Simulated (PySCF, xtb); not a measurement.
(E)-3-methoxyprop-2-en-1-amine (C4H9NO), SMILES CO/C=C/CN.

Geometry: PBE0-D3(BJ)/def2-SVP. The values are those of a single conformer.

Level of theory: IEF-PCM-PBE0/def2-SVP (PySCF).

The values are the electrostatic part of the solvation free energy, E(continuum) − E(gas) at the gas-phase geometry, in a cavity of scaled van der Waals radii (PySCF's table); cavitation and dispersion terms are not included. In vacuum the orbital gap is 7.24 eV. The dipole moment in vacuum is 2.08 D.

```tsv
solvent	ε	ΔG(elec) (kcal/mol)	dipole (D)	gap (eV)
water	78.36	-5.9	2.53	7.33
n-hexane	1.88	-2.0	2.23	7.28
tetrahydrofuran	7.43	?	?	?
```

Problem. Complete the blanks. (The exact figures need the calculation; the answer reports its results.)

Solution. 
- tetrahydrofuran, ΔG(elec) (kcal/mol): -4.7
- tetrahydrofuran, dipole (D): 2.43
- tetrahydrofuran, gap (eV): 7.31

For comparison, GFN2-xTB/ALPB(water) (xtb, at the GFN2-xTB geometry, all terms of that model) gives -3.5 kcal/mol.
